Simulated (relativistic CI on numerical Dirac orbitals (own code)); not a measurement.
## Ag³⁸⁺: sensitivity of the levels to the model

Base calculation: Dirac-Coulomb-Breit CI, orbitals from a KLI potential per configuration, a model potential for QED, unscaled Slater integrals.

CI space (outside the closed core 1s2): 2s²2p⁵, 2s2p⁶, 2p⁶3s, 2p⁶3p, 2p⁶3d, 2s²2p⁴3s, 2s²2p⁴3p, 2s²2p⁴3d, 2s2p⁵3s, 2s2p⁵3p, 2s2p⁵3d, 2s²2p⁴4s, 2s²2p⁴4p, 2s²2p⁴4d, 2s²2p⁴4f, 2s2p⁵4s, 2s2p⁵4p, 2s2p⁵4d, 2s2p⁵4f, 2s²2p³3s², 2s²2p⁴5s, 2s²2p³3s3p, 2s²2p⁴5p, 2s²2p⁴5d, 2s²2p⁴5f, 2s²2p⁴5g, 2s²2p³3p², 2s²2p³3s3d, 2s²2p³3p3d, 2s2p⁴3s², 2s²2p³3d², 2s2p⁴3s3p, 2s2p⁴3p², 2s2p⁵5s, 2s2p⁴3s3d, 2s2p⁵5p. Levels of other configurations are missing.

The lowest level and the first level of each name with at least 55 % of one term (blank where a level has no safe partner in the second run):

```tsv
Level	Base (eV)	Shift (eV)
2s²2p⁵ ²P°3/2	0.00	0.00
2s²2p⁵ ²P°1/2	180.96	-0.02
2s2p⁶ ²S1/2	436.27	+0.42
2s²2p⁴3s ⁴P5/2	3174.89	+0.50
2s²2p⁴3s ²P3/2	3181.36	+0.57
2s²2p⁴3s ²S1/2	3208.24	+3.26
2s²2p⁴3p ²P°1/2	3275.95	+2.90
2s²2p⁴3p ⁴D°7/2	3295.27	-0.57
2s²2p⁴3s ⁴P3/2	3353.06	+0.90
2s²2p⁴3s ²P1/2	3358.58	+0.93
2s²2p⁴3s ²D5/2	3369.06	+1.17
2s²2p⁴3s ²D3/2	3372.06	+1.12
2s²2p⁴3d ⁴F9/2	3391.45	-0.86
2s²2p⁴3p ⁴P°1/2	3422.17	+0.09
```

At this charge energies of transitions that change n are usually good to better than 1 %, and those within a shell (Δn = 0) to a few per cent.

(1) One thing was changed in a second run, which moved the levels as shown. Which?
A. QED terms removed
B. configuration mixing switched off
C. Breit term removed
D. non-relativistic limit

Results:

(1) B. Configuration mixing switched off. Without mixing, levels that were pushed by configurations of the same parity and J return to their single-configuration places.

LS names give the leading component of a level, which can be under half, so a name can repeat, a term be missing and a line seem to break the LS rules.
